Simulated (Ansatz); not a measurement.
`[CH3][Ge][Br]` + H₂ → `[GeH][Br]` + CH₄ at 600 K and 1 bar (hydrogenolysis of a Ge–C bond).

Gas-phase electronic energies from Ansatz, PBE0-D4/def2-TZVP geometries. CCSD(T)/CBS adds triple-zeta CCSD(T) − MP2 to the extrapolated MP2 energy (def2 sets, frozen cores). This one scheme is used for every species. For Br, Ge outer-core shells are correlated without core-valence functions, which leaves a few kJ/mol of doubt a bond. Scalar relativity is left out up to krypton.

```csv
species,CCSD(T)/CBS energy (Eh),H − E (kJ/mol),S (J/(mol·K))
`[CH3][Ge][Br]`,-4689.31568,135.0,378.1
H₂,-1.17544,43.9,150.8
`[GeH][Br]`,-4650.03665,42.9,308.6
CH₄,-40.46206,140.4,215.7
```

H − E and S are ideal-gas, rigid-rotor, harmonic terms from PBE0-D4/def2-TZVP. The MP2-based limit puts H₂ 0.8 mEh under its directly extrapolated value; such offsets cancel only in part. 1 Eh = 2625.50 kJ/mol, R = 8.31446 J/(mol·K).

Problem. By hand: ΔE, ΔH, ΔS and ΔG.

Solution. ΔE = (-4650.03665) + (-40.46206) − (-4689.31568) − (-1.17544) = -0.00759 Eh = -19.9 kJ/mol. Δ(H − E) = 42.9 + 140.4 − 135.0 − 43.9 = 4.4, so ΔH = -15.5 kJ/mol. ΔS = 308.6 + 215.7 − 378.1 − 150.8 = -4.6 J/(mol·K). ΔG = -15.5 − 600 × (-4.6)/1000 = -12.7 kJ/mol.

Problem. By hand: the equilibrium constant, and the temperature at which ΔG would vanish if ΔH and ΔS stayed fixed.

Solution. log₁₀ K = −ΔG/(RT ln 10) = 1.1. ΔG = 0 at ΔH/ΔS = 3370 K, far beyond where these terms or the molecules hold.

The number of gas molecules stays the same, so ΔS is small and ΔH decides. A doubt of 5 kJ/mol in ΔE shifts log₁₀ K by 0.4 here. These are equilibria of isolated gas molecules and say nothing of rates. Largest T1 diagnostic: 0.011 (customary marks: 0.02 for closed shells, 0.045 for open ones).
